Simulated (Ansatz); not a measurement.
`[SiH3]OC([SiH3])S` + `C[N](C)[Y]([OH])[OH]` → `C[N](C)[Y]([OH])[O][SiH3]` + `OC([SiH3])S`  (ligand exchange at the Si–O bond)

Isolated molecules relaxed with PBE0-D4/def2-TZVP in Ansatz; ΔE leaves out vibrations. CCSD(T)/CBS adds triple-zeta CCSD(T) − MP2 to the extrapolated MP2 energy (def2 sets, frozen cores). Functionals use def2-TZVPP. B3LYP here is the variant with VWN-RPA as its local correlation; programs differ in this. Elements past krypton have def2 core potentials. For Y outer-core shells are correlated without core-valence functions, which leaves a few kJ/mol of doubt a bond. Each species was taken in one conformer, which may not be the lowest.

Q: Is it downhill or uphill in electronic energy at CCSD(T)/CBS, and by how much? (An estimate is asked.)

A: Computed: Downhill: ΔE = -13.7 kJ/mol.

Q: What do these levels give: PBE-D4, r2SCAN-D4, B3LYP-D4, B2PLYP, PBE, PBE0, B3LYP, CCSD(T)/def2-TZVPP, HF/def2-QZVPP, HF/CBS(def2), MP2/CBS(def2), CCSD/CBS(def2)? (An estimate is asked.)

A: The calculation gave: PBE-D4 -9.4, r2SCAN-D4 -12.9, B3LYP-D4 -9.3, B2PLYP -14.6, PBE -13.8, PBE0 -16.1, B3LYP -16.5, CCSD(T)/def2-TZVPP -14.7, HF/def2-QZVPP -26.0, HF/CBS(def2) -26.2, MP2/CBS(def2) -10.5, CCSD/CBS(def2) -15.5 kJ/mol.

Largest T1 diagnostic among the species: 0.014.

The D4 term adds +7.2 kJ/mol with B3LYP and +3.8 kJ/mol with PBE0; it sums over pairs of atoms, weighted by their polarisabilities, and B3LYP, whose exchange is more repulsive, gets the larger term. In def2-TZVPP, CCSD(T) changes the Hartree–Fock value by +9.5 kJ/mol (the triples alone add +1.8 kJ/mol) and MP2 by +12.8 kJ/mol.
